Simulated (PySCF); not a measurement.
## Calculated data, BH$_{3}$OSi$_{2}$, BClHOSi, AlBFHO, BH$_{3}$O$_{2}$Si and others

Computed with PySCF 2.14.0. Calculation on a computer-drawn molecule: the log of a Hartree-Fock and frozen-core CCSD(T) single point meant for a local Hartree-Fock minimum, with one planted fault or none, to be diagnosed. Offsets are logged minus clean, where the clean run is the same molecule without the fault. The reference is restricted for singlets and unrestricted otherwise, and also for a bond in bohr or an excited solution. Adding or removing an electron swaps singlet and doublet. The excited solution moves the top pair (singlet) or top alpha electron (doublet) to the lowest empty orbital. Highest occupied and lowest empty are orbital energies over both spins, largest force is the largest gradient component, triples share is (T) over the correlation energy, the T1 limit is 0.02 restricted and 0.045 unrestricted, electrons count all cores, a negative frequency is imaginary (commonest isotopes), and the dipole is about the centre of nuclear charge.

Common to all runs: meant charge 0; meant basis cc-pV(D+d)Z; logged SCF converged yes; possible faults no fault, one electron removed, one electron added, multiplicity raised by two, geometry at a saddle point, SCF held on an excited solution, minimal basis STO-3G, one bond length entered in bohr, all coordinates scaled.

(1) BH$_{3}$OSi$_{2}$

Logged structure:
```xyz
7
BH3OSi2
O     -1.1110    -2.3083    -2.3914
B     -0.7183    -1.1971    -2.2459
Si     0.0233     0.6715    -2.0498
Si     2.3016     0.6865    -2.8803
H     -0.0237     1.0067    -0.6056
H     -0.8931     1.5736    -2.7834
H      2.7138    -0.3064    -1.8149
```

```
meant multiplicity                   : 1
logged electrons                     : 44
logged basis functions               : 89
logged spin squared                  : 2.0098
logged highest occupied              : -8.871 eV
logged lowest empty                  : -0.68648 eV
logged largest force                 : 0.027418 hartree/bohr
logged T1 diagnostic                 : 0.021933
logged D1 diagnostic                 : 0.070711
logged triples share                 : 0.034039
logged CC converged                  : yes
logged dipole magnitude              : 4.0549 debye
logged SCF stable within its kind    : yes
logged energy HF                     : -679.14451 hartree
logged energy CCSD(T)                : -679.62288 hartree
planted fault                        : multiplicity raised by two
HF energy offset from clean run      : 9.021 kcal/mol
CCSD(T) energy offset from clean run : 22.17 kcal/mol
```

Drawn bonds:
```tsv
atom	other atom	order
1	2	2
2	3	1
3	4	1
3	5	1
3	6	1
4	7	1
```

(2) BClHOSi

Logged structure:
```xyz
5
BClHOSi
O     -0.8778    -1.4457     3.2647
B     -1.2759    -0.5553     2.5910
Si    -2.0498     0.9261     1.4771
Cl    -1.1972     0.8927    -0.3994
H     -1.8170     2.2374     2.1053
```

```
meant multiplicity                   : 2
logged electrons                     : 45
logged basis functions               : 29
logged spin squared                  : 0.7537
logged highest occupied              : -7.7734 eV
logged lowest empty                  : 4.1445 eV
logged largest force                 : 0.043149 hartree/bohr
logged T1 diagnostic                 : 0.017619
logged D1 diagnostic                 : 0.060137
logged triples share                 : 0.044526
logged CC converged                  : yes
logged dipole magnitude              : 3.0512 debye
logged SCF stable within its kind    : yes
logged energy HF                     : -839.04848 hartree
logged energy CCSD(T)                : -839.2233 hartree
planted fault                        : minimal basis STO-3G
HF energy offset from clean run      : 6019 kcal/mol
CCSD(T) energy offset from clean run : 6233 kcal/mol
```

Drawn bonds:
```tsv
atom	other atom	order
1	2	2
2	3	1
3	4	1
3	5	1
```

(3) AlBFHO

Logged structure:
```xyz
5
AlBFHO
O      1.9023     0.4765    -2.2328
B      0.8759     0.2182    -1.6962
Al    -0.9809    -0.2381    -0.7748
F     -0.9078    -0.5745     0.8372
H     -2.3563    -0.2712    -1.5102
```

```
meant multiplicity                   : 1
logged electrons                     : 36
logged basis functions               : 70
logged spin squared                  : 2.0315
logged highest occupied              : -7.4766 eV
logged lowest empty                  : -3.5345 eV
logged largest force                 : 0.024953 hartree/bohr
logged T1 diagnostic                 : 0.045016
logged D1 diagnostic                 : 0.23603
logged triples share                 : 0.031038
logged CC converged                  : yes
logged dipole magnitude              : 2.4891 debye
logged SCF stable within its kind    : yes
logged energy HF                     : -441.42583 hartree
logged energy CCSD(T)                : -441.95694 hartree
planted fault                        : multiplicity raised by two
HF energy offset from clean run      : 122.5 kcal/mol
CCSD(T) energy offset from clean run : 125 kcal/mol
```

Drawn bonds:
```tsv
atom	other atom	order
1	2	2
2	3	1
3	4	1
3	5	1
```

Notes: T1 above single-reference limit.

(4) BH$_{3}$O$_{2}$Si

Logged structure:
```xyz
7
BH3O2Si
O     -0.2656    -0.2822     1.2626
Si    -1.6376     0.2371     1.6080
B     -2.1905     1.9257     0.5852
O     -1.2493     2.3488    -0.2632
H     -2.5254    -0.4079     2.6022
H     -3.2157     2.5395     0.6654
H     -0.4673     1.8069    -0.2667
```

```
meant multiplicity                : 1
logged electrons                  : 38
logged basis functions            : 80
logged spin squared               : 0
logged highest occupied           : -6.2599 eV
logged lowest empty               : -4.0261 eV
logged largest force              : 0.078387 hartree/bohr
logged dipole magnitude           : 1.6897 debye
logged SCF stable within its kind : no
logged energy HF                  : -464.77915 hartree
planted fault                     : ?
```

Drawn bonds:
```tsv
atom	other atom	order
1	2	2
2	3	1
3	4	1
2	5	1
3	6	1
4	7	1
```

Notes: coupled-cluster numbers left out as unreliable.

(5) H$_{3}$NOSi$_{2}$

Logged structure:
```xyz
7
H3NOSi2
O     -0.0256     0.9194    -1.4319
Si     0.1582     0.5132    -0.0059
N      1.5101     0.7983     0.9831
Si     3.0405     1.6077     0.6831
H     -0.8349    -0.2208     0.7906
H      1.4146     0.4324     1.9174
H      2.7529     1.9686    -0.7510
```

```
meant multiplicity                : 1
logged electrons                  : 46
logged basis functions            : 89
logged spin squared               : 2.0044
logged highest occupied           : -7.7507 eV
logged lowest empty               : -0.10792 eV
logged largest force              : 0.031434 hartree/bohr
logged T1 diagnostic              : 0.021566
logged D1 diagnostic              : 0.069415
logged triples share              : 0.030752
logged CC converged               : yes
logged dipole magnitude           : 5.5808 debye
logged SCF stable within its kind : yes
logged energy HF                  : -708.89529 hartree
logged energy CCSD(T)             : -709.44906 hartree
planted fault                     : ?
```

Drawn bonds:
```tsv
atom	other atom	order
1	2	2
2	3	1
3	4	1
2	5	1
3	6	1
4	7	1
```

To be estimated
1. Which fault was planted in the run of BH$_{3}$O$_{2}$Si (entry 4)?
2. Which fault was planted in the run of H$_{3}$NOSi$_{2}$ (entry 5)?

Answers
1. SCF held on an excited solution
2. multiplicity raised by two

Further results for BH$_{3}$O$_{2}$Si (entry 4):

```
HF energy offset from clean run : 217.3 kcal/mol
```

Further results for H$_{3}$NOSi$_{2}$ (entry 5):

```
HF energy offset from clean run      : 31.04 kcal/mol
CCSD(T) energy offset from clean run : 46.45 kcal/mol
```
